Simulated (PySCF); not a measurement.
```
wavenumber (cm⁻¹)  absorption (km/mol per cm⁻¹)
                0                         0.006
                9                         0.006
               19                         0.007
               28                         0.007
               37                         0.007
               46                         0.008
               56                         0.008
               65                         0.009
               74                         0.010
               83                         0.010
               93                         0.011
              102                         0.012
              111                         0.013
              120                         0.014
              130                         0.016
              139                         0.017
              148                         0.020
              158                         0.023
              167                         0.027
              176                         0.033
              185                         0.044
              195                         0.063
              204                         0.106
              213                         0.238
              222                         0.775
              232                         0.609
              241                         0.201
              250                         0.105
              259                         0.074
              269                         0.063
              278                         0.060
              287                         0.061
              296                         0.065
              306                         0.072
              315                         0.082
              324                         0.096
              334                         0.114
              343                         0.140
              352                         0.176
              361                         0.229
              371                         0.311
              380                         0.448
              389                         0.700
              398                         1.238
              408                         2.694
              417                         8.319
              426                        18.099
              435                         5.668
              445                         2.068
              454                         1.024
              463                         0.604
              473                         0.397
              482                         0.280
              491                         0.208
              500                         0.161
              510                         0.128
              519                         0.104
              528                         0.087
              537                         0.073
              547                         0.062
```

This is the computed harmonic infrared spectrum of singlet [BrF2]-, Lorentzian lines of 14 cm⁻¹ full width. All numbers come from PBE0 in PySCF with Br def2-TZVPD, F def2-TZVPD; no relativity; density-fitted integrals.

Problem. Which bands make it up, and how are they assigned?

Solution. In D∞h symmetry, counting bands above 1 % of the strongest: 226 cm⁻¹ (πu, bend, 21 km/mol); 425 cm⁻¹ (σu+, stretch, 414 km/mol).

Other isomers or separated fragments may lie lower. The lowest empty level of this anion is unbound, so it and the gap depend on the basis.
